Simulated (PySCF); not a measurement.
# C₆ coefficients of unlike pairs at PW91

Calculated with PySCF 2.14 from the dipole response of each species, C₆(A,B) = (3/π) ∫ α_A(iu) α_B(iu) du, in atomic units, from isotropic polarisabilities. For ions this is the dispersion term alone; charge-induced terms of lower order in 1/R come first.

```
species           configuration                                                                                   basis      relativity  α (bohr³)  C₆ (like pair)
   Rh²⁺           [Kr] 4d7 (4F)          x2c-TZVPPall with one added diffuse shell each of s, p, d, f type (9s7p7d3f1g)   spin-free X2C      7.587           40.12
    I²⁺  [Kr] 4d10 5s2 5p3 (4S)  aug-cc-pVTZ-PP with one added diffuse shell each of d, f type with ECP28MDF (6s5p5d3f)  core potential      13.76           92.27
    S³⁺       [Ne] 3s2 3p1 (2P)         aug-cc-pCVTZ-DK with one added diffuse shell each of s, p, d, f type (9s8p6d4f)   spin-free X2C      5.288           14.01
     Li           [He] 2s1 (2S)                                                                    def2-TZVPPD (5s4p1d)            none      140.9            1123
```

Estimate C₆ for Li with S³⁺.

The integral gives 76.74. The combination rule 2 C_A C_B / (C_A α_B/α_A + C_B α_A/α_B) gives 75.77 and the geometric mean 125.4.

No spin-orbit coupling is included.

The other pairs:

```
     pair     C₆
I²⁺, Rh²⁺  59.42
  Li, I²⁺  198.9
 Li, Rh²⁺  112.8
S³⁺, Rh²⁺  23.16
 S³⁺, I²⁺  35.93
```
